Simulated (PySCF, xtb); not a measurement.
H4Si, SMILES [SiH4].

Geometry: TPSSh-D3(BJ)/def2-TZVPD.

These are C-PCM-B3LYP/def2-TZVPD (PySCF) values and carry that method's errors.

The values are the electrostatic part of the solvation free energy, E(continuum) − E(gas) at the gas-phase geometry, in a cavity of scaled van der Waals radii (PySCF's table); cavitation and dispersion terms are not included. In vacuum the orbital gap is 9.81 eV. The dipole moment in vacuum is 0.00 D.

Question: Estimate the values in water (ε = 78.36), N,N-dimethylformamide (ε = 37.22), benzene (ε = 2.27). (The exact figures need the calculation; the answer reports its results.)

Answer: 
```tsv
solvent	ε	ΔG(elec) (kcal/mol)	dipole (D)	gap (eV)
water	78.36	-0.1	0.00	9.80
N,N-dimethylformamide	37.22	-0.1	0.00	9.80
benzene	2.27	-0.1	0.00	9.80
```

For comparison, GFN2-xTB/ALPB(water) (xtb, at the GFN2-xTB geometry, all terms of that model) gives 1.3 kcal/mol.
